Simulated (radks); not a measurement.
Values are calculated unless marked as measured or tabulated.
Ionisation of neutral beryllium, [He] 2s2, to Be+, [He] 2s1, under several functionals. Scalar-relativistic Kohn-Sham, spin-polarised, spherical densities, finite nucleus; open shells are filled with parallel spins first; a radial shooting solver on a logarithmic mesh with Libxc functionals.

| functional | E(Be) (hartree) | Exc (hartree) | IE (eV) | -e(HOMO) (eV) | <r> HOMO (bohr) | IE error (eV) |
|---|---|---|---|---|---|---|
| PBE | -14.63287 | -2.71975 | 8.998 | 5.610 | 2.603 | -0.324 |
| LDA (Slater exchange, Perdew-Zunger correlation) | -14.44903 | -2.51446 | 9.044 | 5.606 | 2.619 | -0.279 |
| AM05 | -14.49624 | -2.56795 | 8.888 | 5.526 | 2.618 | -0.435 |
| exchange-only B88 | -14.56930 | -2.65243 | 8.068 | 4.937 | 2.641 | -1.255 |
| SOGGA | -14.51229 | -2.58851 | 8.796 | 5.472 | 2.618 | -0.527 |

NIST Atomic Spectra Database: 9.323 eV (measured). Closest: LDA (Slater exchange, Perdew-Zunger correlation). The Delta-SCF values span 0.98 eV, the total energies 0.18 hartree. The highest occupied level is 2s.
